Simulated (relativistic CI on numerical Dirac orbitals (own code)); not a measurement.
**d8 in a ligand field**

Computed with a parametric ligand-field model of a d^n configuration (Racah B and C, spin-orbit zeta, crystal field), exact diagonalisation.

Field parameters in Wybourne normalisation: Oh B⁴₀ = 21Dq, B⁴₄ = √(5/14) B⁴₀. The field is a parameter set, without covalency.

Q: Ground term and bands for B = 710, C = 3520, ζ = 0 cm⁻¹, Oh, 10Dq = 3550 cm⁻¹?

A: Ground term 3A2 with 2.00 electrons in the two orbitals of the cubic e set. Spin-allowed: 3T2 3550 cm⁻¹ (2817 nm), 3T1 6160 cm⁻¹ (1623 nm), 3T1 15140 cm⁻¹ (660 nm). Lowest spin-forbidden: 1E 12010 cm⁻¹ (833 nm), 1T2 15146 cm⁻¹ (660 nm), 1A1 17945 cm⁻¹ (557 nm). With an A2 ground term the first spin-allowed band lies at |10Dq| itself.

Q: Ground term and bands for B = 710, C = 3520, ζ = 0 cm⁻¹, Oh, 10Dq = 12070 cm⁻¹?

A: Ground term 3A2 with 2.00 electrons in the two orbitals of the cubic e set. Spin-allowed: 3T2 12070 cm⁻¹ (829 nm), 3T1 18310 cm⁻¹ (546 nm), 3T1 28550 cm⁻¹ (350 nm). Lowest spin-forbidden: 1E 12479 cm⁻¹ (801 nm), 1A1 21064 cm⁻¹ (475 nm), 1T2 24333 cm⁻¹ (411 nm). With an A2 ground term the first spin-allowed band lies at |10Dq| itself.

Q: Ground term and bands for B = 710, C = 3520, ζ = 0 cm⁻¹, Oh, 10Dq = 27690 cm⁻¹?

A: Ground term 3A2 with 2.00 electrons in the two orbitals of the cubic e set. Spin-allowed: 3T2 27690 cm⁻¹ (361 nm), 3T1 35390 cm⁻¹ (283 nm), 3T1 58330 cm⁻¹ (171 nm). Lowest spin-forbidden: 1E 12612 cm⁻¹ (793 nm), 1A1 23103 cm⁻¹ (433 nm), 1T2 40199 cm⁻¹ (249 nm). With an A2 ground term the first spin-allowed band lies at |10Dq| itself.

Q: Ground term and bands for B = 710, C = 3520, ζ = 0 cm⁻¹, Oh, 10Dq = 30530 cm⁻¹?

A: Ground term 3A2 with 2.00 electrons in the two orbitals of the cubic e set. Spin-allowed: 3T2 30530 cm⁻¹ (328 nm), 3T1 38320 cm⁻¹ (261 nm), 3T1 63920 cm⁻¹ (156 nm). Lowest spin-forbidden: 1E 12622 cm⁻¹ (792 nm), 1A1 23291 cm⁻¹ (429 nm), 1T2 43058 cm⁻¹ (232 nm). With an A2 ground term the first spin-allowed band lies at |10Dq| itself.

Q: Ground term and bands for B = 710, C = 3520, ζ = 0 cm⁻¹, Oh, 10Dq = 33370 cm⁻¹?

A: Ground term 3A2 with 2.00 electrons in the two orbitals of the cubic e set. Spin-allowed: 3T2 33370 cm⁻¹ (300 nm), 3T1 41233 cm⁻¹ (243 nm), 3T1 69527 cm⁻¹ (144 nm). Lowest spin-forbidden: 1E 12630 cm⁻¹ (792 nm), 1A1 23452 cm⁻¹ (426 nm), 1T2 45913 cm⁻¹ (218 nm). With an A2 ground term the first spin-allowed band lies at |10Dq| itself.
